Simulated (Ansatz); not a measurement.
Cl$_{2}$H$_{2}$NOSi (`N[Si]([O])(Cl)Cl`) radical. The species carries charge 0 and has multiplicity 2.

Cartesian coordinates in Å:
```
N -0.8776 -0.6004 0.1372
Si 0.5169 0.3482 -0.1220
O 0.8732 0.7765 1.3948
Cl 1.9612 -0.7690 -1.0044
Cl 0.0694 1.9221 -1.3202
H -1.7516 -0.1555 0.3753
H -0.7916 -1.5220 0.5393
```

(1) Give the diagnostics of a CCSD(T)/def2-TZVPP run (frozen core, Ansatz 0.2.0). (Best estimate.)

## Answers

(1) The calculation gave: T1 = 0.0240, largest single amplitude 0.155, largest double 0.017, (T) share of the correlation energy 4.0 %, 16 CCSD cycles. ⟨S²⟩ of the UHF reference is 0.759 against 0.75 for a pure state. T1 lies under the customary mark of 0.045 for open shells.
